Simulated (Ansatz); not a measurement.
A structure drawn as `B[CH2][AlH][CH3]`, with this starting geometry:

Cartesian coordinates in Å:
```
B -0.096 1.859 -0.514
C 0.516 1.159 0.729
Al 0.744 -0.739 0.287
C -0.811 -1.912 -0.311
H -1.187 1.622 -0.929
H 0.494 2.825 -1.033
H 1.509 1.580 0.965
H -0.166 1.231 1.555
H 2.260 -1.417 0.307
H -0.906 -2.712 0.458
H -0.647 -2.252 -1.270
H -1.709 -1.243 -0.243
```

Charge 0, multiplicity 1.

**Question.** Does it keep its bonds when Ansatz relaxes it at PBE-D4/def2-SVP and then PBE0-D4/def2-TZVP?

**Answer.** Yes, every drawn bond is still there and no new one forms.

**Question.** Give the relaxed structure. (Estimate.)

**Answer.** Computed: 
Z-matrix (Å, degrees):
```
C
Al 1 1.993
B 1 1.505 2 102.1
H 1 1.097 2 99.6 3 120.2
H 1 1.092 2 103.4 3 -123.2
C 2 1.945 1 120.8 3 -77.1
H 2 1.588 1 117.7 3 106.6
H 3 1.201 1 120.8 2 83.5
H 3 1.201 1 120.8 2 -90.6
H 6 1.095 2 111.4 1 -123.0
H 6 1.092 2 112.9 1 -0.8
H 6 1.096 2 110.1 1 119.5
```
All modes are real.

Atoms count as bonded under 1.1 times the sum of their covalent radii (H–H under 0.85 Å, pairs among N, O and F under 1.55 Å), and a drawn bond as lost past 1.3 times.
